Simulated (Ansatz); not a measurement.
Consider the silylene formation by 1,1-elimination: `C[SiH](N)BCl` → `BCl` + `C[Si]N`.

Gas-phase electronic energies from Ansatz, PBE0-D4/def2-TZVP geometries. CCSD(T)/CBS adds triple-zeta CCSD(T) − MP2 to the extrapolated MP2 energy (def2 sets, frozen cores). This one scheme is used for every species. DFT in def2-TZVPP. HSE06 is defined as in plane-wave codes. Each species was taken in one conformer, which may not be the lowest.

`C[SiH](N)BCl`:

```xyz
12

C     0.043    0.200   -1.628
Si    0.407   -0.123    0.176
N    -0.201   -1.680    0.611
B    -0.438    1.235    1.405
Cl   -0.475    2.913    0.923
H     0.395    1.195   -1.911
H    -1.029    0.142   -1.828
H     0.550   -0.528   -2.266
H     1.890    0.043    0.361
H    -0.318   -1.907    1.585
H     0.082   -2.497    0.092
H    -0.907    1.006    2.481
```

`BCl`:

```xyz
4

B     0.000   -0.053    0.143
Cl   -0.003    0.546   -1.483
H    -0.028    0.738    1.032
H     0.031   -1.231    0.308
```

`C[Si]N`:

```xyz
8

C     0.189    0.614    1.014
Si    0.278    0.829   -0.876
N    -0.250   -0.728   -1.341
H    -0.447   -0.208    1.356
H    -0.142    1.539    1.494
H     1.208    0.429    1.380
H    -0.308   -1.001   -2.309
H    -0.529   -1.473   -0.718
```

(1) Is it downhill or uphill in electronic energy at CCSD(T)/CBS, and by how much? (Estimate.)

(2) What do these levels give: B97M-V, HSE06, LC-ωPBE, RPA@PBE/def2-TZVPP, HF/def2-TZVPP, CCSD/def2-TZVPP? (Estimate.)

(3) What do rigid-rotor, harmonic-oscillator terms from PBE0-D4/def2-TZVP frequencies (298.15 K, 1 bar) make of the CCSD(T)/CBS value? (An estimate is asked.)

Largest T1 diagnostic among the species: 0.013.

Results:

(1) The calculation gave: Uphill: ΔE = +136.2 kJ/mol.

(2) The calculation gave: B97M-V 137.5, HSE06 139.8, LC-ωPBE 152.5, RPA@PBE/def2-TZVPP 117.5, HF/def2-TZVPP 121.3, CCSD/def2-TZVPP 129.8 kJ/mol.

(3) Ansatz gave: ΔZPE = -5.1 kJ/mol, ΔH = +132.6 kJ/mol, ΔS = 153 J/(mol·K), ΔG = +87.0 kJ/mol. Modes under 50 cm⁻¹ make the entropy rough.

From r2SCAN to r2SCAN0 (25 % exact exchange), in def2-TZVPP and without D4, ΔE moves by +4.1 kJ/mol. The D4 term adds +15.0 kJ/mol with B3LYP and +8.6 kJ/mol with PBE0; it sums over pairs of atoms, weighted by their polarisabilities, and B3LYP, whose exchange is more repulsive, gets the larger term. In def2-TZVPP, CCSD(T) changes the Hartree–Fock value by +9.9 kJ/mol (the triples alone add +1.3 kJ/mol) and MP2 by +18.9 kJ/mol.

B3LYP here is the variant with VWN-RPA as its local correlation; programs differ in this.
